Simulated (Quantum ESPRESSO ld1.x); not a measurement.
Results of a calculation; reference values are marked as such.
Problem. Excited configurations of Sr II: one electron is placed in a higher orbital outside [Kr]. The ground configuration is [Kr] 5s1. Level of theory: scalar-relativistic Kohn-Sham, PBE, spin-unpolarised, spherical densities, point nucleus (ld1.x of Quantum ESPRESSO 7.5). Excitation = E - E(ground); binding = E(ion) - E, where the ion is the core of charge +2; n* = 2/sqrt(2 binding) in atomic units, and the quantum defect is n - n*.

| outer orbital | excitation (eV) | binding (eV) | n* | quantum defect | eigenvalue (eV) | <r> (bohr) |
|---|---|---|---|---|---|---|
| 4d | 1.764 | 9.242 | 2.427 | 1.573 | -5.567 | 3.034 |
| 5d | 6.310 | 4.697 | 3.404 | 1.596 | -3.516 | 7.529 |
| 5f | 8.633 | 2.373 | 4.789 | 0.211 | -1.798 | 14.68 |
| 6d | 8.109 | 2.898 | 4.334 | 1.666 | -2.263 | 13.19 |
| 6f | 9.310 | 1.697 | 5.664 | 0.336 | -1.330 | 22.08 |
| 7d | 9.034 | 1.972 | 5.253 | 1.747 | -1.574 | 20.22 |
| 7f | 9.741 | 1.265 | 6.559 | 0.441 | -1.015 | 30.92 |

Estimate the row for 7s.

Solution. excitation (eV) 7.807; binding (eV) 3.199; n* 4.125; quantum defect 2.875; eigenvalue (eV) -2.576; <r> (bohr) 13.25. The Delta-SCF ionisation energy is 11.006 eV (NIST Atomic Spectra Database: 11.030 eV, measured). Self-interaction in the functional shifts the binding energies and quantum defects, so they are the method's values and not measured ones. Spin polarisation and multiplet splitting are left out, so open shells lie too high by an amount that depends on their filling.

Beside tabulated values, note that spin-unpolarised runs miss the spin-polarisation part of the exchange energy of open shells.
